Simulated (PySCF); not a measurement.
Computed properties of C2H6GeO3, SMILES C[C](=O)[GeH]([OH])[OH]

C₂H₆GeO₃, SMILES [C](C)([GeH]([OH])[OH])=O. The structure is a stationary point at PBE0-D3(BJ)/def2-SVP. This is a generated structure with no PubChem entry under its InChIKey; it may be hypothetical. The values are those of a single conformer. All values are computed for the isolated molecule unless a solvent is named; none is compared with measurement here.

**Structure.** All 30 harmonic modes at PBE0-D3(BJ)/def2-SVP (PySCF) are real, so it is a minimum. With heavy atoms numbered as in [CH3:1][C:2](=[O:3])[GeH:4]([OH:5])[OH:6], the shortest bond between them is C2–O3 at 1.207 Å and the longest C2–Ge4 at 1.999 Å.

**Vibrations.** The strongest infrared lines (harmonic, unscaled, degenerate partners summed) lie at 2139 cm⁻¹ (175 km/mol, H 98 %), 695 cm⁻¹ (170 km/mol, H 66 %, O 24 %, Ge 9 %), 1834 cm⁻¹ (154 km/mol, C 60 %, O 39 %). The softest mode is at 31 cm⁻¹ and the zero-point energy is 51.2 kcal/mol.

**Electronic structure.** r2SCAN/def2-TZVP (PySCF) places the frontier levels at -5.78 and -2.22 eV, a gap of 3.56 eV, and gives a dipole moment of 1.61 D and a mean polarisability of 63.4 bohr³. PBE/def2-TZVP (PySCF) at the same geometry gives -5.52 and -2.42 eV, so its gap is 0.46 eV narrower. An orbital gap is neither the optical nor the fundamental gap.

**Excitations.** TDDFT-PBE0/def2-SVPD (PySCF) has S1 at 3.55 eV (349 nm, f = 0.001, dark); the most intense of the 10 singlets computed lies at 7.10 eV (f = 0.19). T1 (TDA) is at 2.88 eV. TDDFT-PBE/def2-SVPD (PySCF) puts S1 at 3.36 eV. No vertical singlet excitation falls in the visible range (under 3.1 eV).

**NMR.** GIAO shifts at KT2/pcSseg-1 (PySCF) (non-relativistic, atoms alike by connectivity averaged): ¹³C from 39.4 to 218.1 ppm against TMS; ¹H from 1.4 to 6.0 ppm against TMS.
